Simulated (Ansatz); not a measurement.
The cluster FeBr₂. Charge 0, multiplicity 1. Geometry PBE0-D4/def2-TZVP.

Cartesian coordinates in Å:
```
Fe -0.003 0.006 0.000
Br 0.967 0.531 1.920
Br -0.964 -0.537 -1.919
```

The 6-31G sets use Cartesian d functions. B3LYP takes the VWN-RPA correlation. The restricted singlet is unstable towards broken spin symmetry in Hartree–Fock (as tested in another run); at HF/STO-3G this wasn't settled. At HF/def2-TZVP, r2SCAN-D4/def2-TZVP the restricted singlet is unstable: a solution with broken spin symmetry lies lower. The restricted singlet is unstable towards broken spin symmetry at other levels; at B3LYP-D4/6-31G, PBE0-D4/def2-SVP this wasn't settled. The geometry of the singlet was relaxed on an unsound state (restricted singlet, unstable towards broken spin symmetry). At PBE0-D4/def2-TZVP a quintet of charge 0 lies 3.63 eV below the restricted singlet, each at its own geometry. The structure comes from a short search, and lower isomers may exist.

(1) Estimate the orbital energies around the gap (eV) in Ansatz with HF/STO-3G, HF/def2-TZVP, r2SCAN-D4/def2-TZVP, B3LYP-D4/6-31G, PBE0-D4/def2-SVP.

Answers

(1) 
```csv
orbital,HF/STO-3G,HF/def2-TZVP,r2SCAN-D4/def2-TZVP,B3LYP-D4/6-31G,PBE0-D4/def2-SVP
HOMO−9,-23.47,-27.08,-20.14,-21.22,-21.36
HOMO−8,-12.21,-18.27,-10.45,-11.39,-11.66
HOMO−7,-12.21,-17.91,-8.80,-9.63,-9.87
HOMO−6,-11.66,-17.91,-8.77,-9.63,-9.87
HOMO−5,-10.36,-12.70,-8.76,-9.36,-9.54
HOMO−4,-9.80,-12.49,-8.26,-8.82,-8.87
HOMO−3,-9.80,-11.79,-8.26,-8.82,-8.87
HOMO−2,-8.73,-11.79,-6.62,-8.19,-8.43
HOMO−1,-8.73,-11.69,-6.61,-8.16,-8.43
HOMO,-8.55,-11.69,-6.61,-8.16,-8.27
LUMO,4.44,1.64,-5.59,-4.42,-4.15
LUMO+1,4.44,2.57,-5.59,-4.42,-4.15
LUMO+2,7.39,2.57,-0.74,-0.94,-0.36
LUMO+3,12.54,4.29,0.84,-0.18,1.49
LUMO+4,12.54,4.29,0.85,-0.18,1.49
LUMO+5,15.00,5.77,2.62,1.11,2.57
```
